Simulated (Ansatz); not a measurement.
Harmonic frequencies (cm⁻¹) at PBE0-D4/def2-TZVP from Ansatz: 65, 124, 163, 287, 611, 686, 687, 917, 924, 1010, 1307, 1457, 1467, 2204, 2210, 3074, 3172, 3182.

Which molecule is it?
A. `[AlH2]/[N]=C\S`
B. `O=C1[SiH2][SiH]1Cl`
C. `B[SiH2][InH2]`
D. `C[Se][AsH2]`

D.
